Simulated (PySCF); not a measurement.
Ga(Cl)(Br)(OH) (BrClGaHO), SMILES [Br][Ga]([Cl])[OH].

Coordinates come from a PBE0-D3(BJ)/def2-SVP optimisation. The structure was generated by enumeration; whether it is a known compound was not checked. Other conformers were not sampled.

Calculation: PySCF with TDA-ωB97X/def2-SVPD.

Vertical excitations.  State labels are in the subgroup Cs.

Problem. List the lowest excited states. (The exact figures need the calculation; the answer reports its results.)

Solution. 
```tsv
state	symmetry	energy (eV)	λ (nm)	f	main pairs
S1	A'	6.21	200	0.028	HOMO→LUMO 89 %
S2	A"	6.27	198	0.007	HOMO−1→LUMO 90 %
S3	A"	6.79	183	0.001	HOMO−3→LUMO 89 %
S4	A'	6.86	181	0.041	HOMO−2→LUMO 80 %
S5	A"	6.90	180	0.000	HOMO→LUMO+1 97 %
S6	A'	7.32	169	0.030	HOMO−1→LUMO+1 69 %, HOMO−4→LUMO 13 %
S7	A"	7.42	167	0.001	HOMO−2→LUMO+1 97 %
S8	A"	7.57	164	0.094	HOMO−5→LUMO 85 %
S9	A'	7.59	163	0.065	HOMO−3→LUMO+1 38 %, HOMO−4→LUMO 28 %, HOMO−6→LUMO 17 %
S10	A"	8.20	151	0.004	HOMO−4→LUMO+1 93 %
T1	A'	5.75	216	0	HOMO→LUMO 87 %
T2	A"	5.89	210	0	HOMO−1→LUMO 86 %
T3	A'	6.33	196	0	HOMO−2→LUMO 86 %
T4	A"	6.44	193	0	HOMO−3→LUMO 84 %
```
Triplets are in the Tamm–Dancoff approximation.
